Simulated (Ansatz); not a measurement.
System: C₃H₂O (charge 0, singlet). SMILES: c1(=O)cc1
Coordinates optimised at B3LYP-D3(BJ)/def2-TZVP (Ansatz, an electronic-structure program):
```
C
C 1 1.3395
H 2 1.0813 1 144.06
H 1 1.0813 2 144.06 3 0.00
C 1 1.4272 4 153.93 2 -180.00
O 5 1.2000 1 152.01 4 0.00
```
Charge 0, spin multiplicity 1.

Quantity: vertical triplet-singlet gap, E(triplet) - E(singlet), in eV. Set-up: non-relativistic; open shells spin-unrestricted; each state is the SCF solution reached for its charge and spin; 6-31G* and kin with 6d, 5d where marked; 6-311+G** with 5d; spin-orbit terms left out; no dispersion term unless named. Ab initio and DFT rows: single points at B3LYP-D3(BJ) geometries (Ansatz). Levels can end on unlike triplets.

| level | program | vertical triplet-singlet gap, E(triplet) - E(singlet) (eV) |
|---|---|---|
| B3LYP/STO-3G | Ansatz | 4.03 |
| B3LYP/3-21G | Ansatz | 3.91 |
| B3LYP/6-31G* | Ansatz | 3.90 |
| B3LYP/6-311+G** | Ansatz | 3.78 |
| B3LYP/def2-TZVPD | Ansatz | 3.75 |

No value to compare with is used here. The 4 habitual levels span 3.78 (B3LYP/6-311+G**) to 4.03 eV (B3LYP/STO-3G); B3LYP/def2-TZVPD gives 3.75.

The sets are all those run for this method; left out are runs that failed, that the program found above a lower state of the same kind, or whose <S^2> lies over 0.5 above the pure value.
